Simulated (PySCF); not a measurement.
## How methods differ on the ionisation energy of Re²⁺

Re²⁺ [Xe] 4f14 5d5 (6S) → Re³⁺ [Xe] 4f14 5d4 (5D), as a difference of total energies. All numbers are calculated (PySCF 2.14, a scalar-relativistic core potential, in aug-cc-pwCVDZ-PP with ECP60MDF (6s6p5d3f, 70 functions)). Correlated levels: valence: 5s2 5p6 frozen; valence and next inner shell: nothing frozen outside the core potential. The calculations carry no spin-orbit coupling.

```tsv
method	ionisation energy (eV)
UHF	27.264
LDA	28.585
PBE	28.401
PBE0	28.334
r2SCAN	28.379
MN15	28.117
r2SCANh	28.366
LC-wPBE	28.154
M06-L	28.097
MP2 (valence)	27.820
SCS-MP2 (valence)	27.449
MP2 (valence and next inner shell)	28.015
SCS-MP2 (valence and next inner shell)	27.699
```

Task: How much does correlation contribute at MP2 (valence and next inner shell)?

Result: 28.015 − (27.264) = 0.751 eV, measured against UHF.

The reference lies between the lowest fine-structure levels, while these numbers refer to the centres of the terms.

Errors of the correlated levels include the incompleteness of this basis and the frozen core.

For comparison: 27 ± 1.6 eV (theoretical estimate listed by NIST; NIST Atomic Spectra Database, ionization energies).
